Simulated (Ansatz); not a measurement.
Total energies of Si18H28 from Ansatz at HF/def2-TZVP, gas phase (1 Eh = 27.2114 eV = 2625.5 kJ/mol). The reference geometry is relaxed at PBE-D4/def2-SVP.

```xyz
46

Si    1.216    3.710    0.075
Si   -2.448    1.302    2.751
Si    0.037    1.293   -2.709
Si   -2.942   -0.157   -0.569
Si    3.696    2.302   -2.474
Si    2.856    0.509    0.771
Si    2.570   -1.351   -2.611
Si    0.047   -1.647    2.507
Si   -1.339   -3.662   -0.215
Si   -3.695   -2.299    2.473
Si    1.493    3.068   -2.171
Si   -1.526    1.362    0.585
Si    0.791    1.635    1.105
Si   -2.019   -0.923    3.383
Si    0.374   -0.909   -1.885
Si   -3.271   -2.374    0.161
Si    3.798    0.227   -1.371
Si    0.362   -2.087    0.194
H     0.066    4.670    0.239
H     2.476    4.355    0.599
H    -3.933    1.572    2.741
H    -1.777    2.283    3.678
H    -1.393    1.746   -2.583
H     0.272    1.005   -4.178
H    -4.257    0.554   -0.321
H    -2.716   -0.134   -2.057
H     4.686    3.267   -1.872
H     4.002    2.144   -3.942
H     3.753    1.502    1.483
H     2.944   -0.779    1.544
H     2.738   -1.106   -4.091
H     3.000   -2.760   -2.294
H     1.168   -0.834    3.096
H     0.230   -3.064    3.013
H    -1.291   -4.193   -1.625
H    -1.280   -4.822    0.750
H    -5.063   -1.723    2.738
H    -3.626   -3.680    3.075
H     1.165    4.184   -3.135
H    -1.888    2.681   -0.067
H     0.779    1.825    2.608
H    -1.922   -1.096    4.881
H    -0.594   -1.709   -2.733
H    -4.472   -2.890   -0.598
H     5.228   -0.202   -1.144
H     1.701   -2.794    0.194
```

```
                 state                    geometry  energy (Eh)
      charge 0 singlet                   reference  -5217.26314
      charge 1 doublet                   reference  -5216.96336
     charge -1 doublet                   reference  -5217.22957
      charge 0 triplet  relaxed at PBE-D4/def2-SVP  -5217.12293
free Si atom (triplet)                           –   -288.85079
 free H atom (doublet)                           –     -0.49981
```

Single mean-field runs in def2-TZVP are fitted with def2-universal-jkfit.

Q: Work out the vertical ionisation energy to the doublet.

A: E(charge 1 doublet) − E(charge 0 singlet) = -5216.96336 − (-5217.26314) = 0.29978 Eh = 8.16 eV. For comparison, −ε of the highest occupied level is 9.39 eV at this level, 1.23 eV more.

Q: Work out the vertical electron affinity, to the doublet.

A: E(charge 0 singlet) − E(charge -1 doublet) = -5217.26314 − (-5217.22957) = -0.03357 Eh = -0.91 eV; negative, so the extra electron isn't bound. The basis lacks diffuse functions, which makes affinities too small.

Q: Give the fundamental gap IE − EA, the Mulliken electronegativity (IE + EA)/2 and the hardness (IE − EA)/2.

A: From the values in Eh: IE − EA = 0.29978 − (-0.03357) = 0.33335 Eh = 9.07 eV; (IE + EA)/2 = 3.62 eV; (IE − EA)/2 = 4.54 eV. The HOMO–LUMO gap of the same run is 11.02 eV, 1.95 eV larger than the fundamental gap.

Q: Which of the charge 0 states is lowest, and how far above it are the others?

A: The singlet. triplet: -5217.12293 − (-5217.26314) = 0.14021 Eh = 368.1 kJ/mol. The triplet differs in its bonds from the reference.

Q: What is the binding energy per atom against free atoms?

A: Atoms: 18 × (-288.85079) + 28 × (-0.49981) = -5213.30890 Eh. Binding: -5213.30890 − (-5217.26314) = 3.95424 Eh = 107.60 eV, or 2.34 eV for each of 46 atoms (no zero-point energy, no counterpoise term).

At HF/def2-TZVP the highest occupied level of the charge -1 doublet lies above zero (up to 0.02 eV). Energy differences disagree on whether the electron is bound (positive means bound): -0.91 eV (vertical, against the charge 0 singlet, at HF/def2-TZVP), but 0.12 eV at LC-ωPBE (ω = 0.30 bohr⁻¹)/def2-SVP.
